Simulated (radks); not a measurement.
Initial-state core-level shifts of neutral lanthanum when its valence configuration changes from [Xe] 5d1 6s2. Method: scalar-relativistic Kohn-Sham, SCAN, spin-polarised, spherical densities, finite nucleus; open shells are filled with parallel spins first (spin-orbit coupling, left out, can overturn this in heavy ions); meta-GGA in the generalised Kohn-Sham scheme; Fermi nuclear charge, rms radius 4.855 fm; computed with a radial shooting solver on a logarithmic mesh with Libxc functionals. Shifts are changes of the shell-averaged eigenvalues in eV (positive: less bound); the change of the density at the nucleus, which sets a Mossbauer isomer shift, is in e/bohr^3, on a base of 3.646e+05.

| valence | 2s | 2p | 3s | 4d | density at nucleus |
|---|---|---|---|---|---|
| 5d2 6s1 | +2.095 | +2.090 | +2.076 | +2.064 | -16.73 |
| 5d1 6s1 6p1 | -0.815 | -0.814 | -0.821 | -0.817 | -13.78 |
| 4f0.5 5d1 6s1.5 | +4.443 | +4.390 | +4.975 | +4.334 | -20.85 |
| 5d0.5 6s2 6p0.5 | -1.591 | -1.587 | -1.579 | -1.563 | +3.41 |
| 6s2 6p1 | -3.212 | -3.204 | -3.185 | -3.143 | +7.69 |
| 5d1 6p2 | -1.884 | -1.882 | -1.897 | -1.885 | -30.95 |
| 4f2 5d1 | +6.321 | +6.217 | +7.372 | +6.207 | -52.22 |
